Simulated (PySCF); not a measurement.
C4H7BO2S.
SMILES: `O1C=CC=[O+][B@H-]1SC`

Torsions of this conformer, `[CH3:1][S:2][B@H-:3]1[O:4][CH:5]=[CH:6][CH:7]=[O+:8]1`: C1–S2–B3–O4 154°.

The closed-shell ground state was solved at several levels (PySCF, density fitting, gas phase, non-relativistic). Geometry: PBE0-D3(BJ)/def2-SVP, one conformer, isolated molecule.

| level | basis functions | total energy (Eh) | HOMO (eV) | LUMO (eV) | gap (eV) | dipole (D) |
| --- | --- | --- | --- | --- | --- | --- |
| mPW1PW91/pcSseg-1 | 178 | -730.0595 | -6.06 | -2.61 | 3.45 | 4.18 |
| wB97X-D/def2-SVPD | 229 | -729.7169 | -7.83 | -0.89 | 6.94 | 4.29 |

Question: Estimate the row for PBE0/pcSseg-1, a basis of 178 functions; the other rows only guide the guess.

Answer: Total energy -729.6026 Eh, HOMO -6.03 eV, LUMO -2.59 eV, gap 3.44 eV, dipole 4.17 D.

Question: How far do the dipole and the HOMO energy spread over the levels?

Answer: The dipole runs from 4.17 to 4.29 D (mean 4.21 D) and the HOMO from -7.83 to -6.03 eV.

wB97X-D is run here without its empirical dispersion term; that term would change no orbital, density or response property at a fixed geometry.
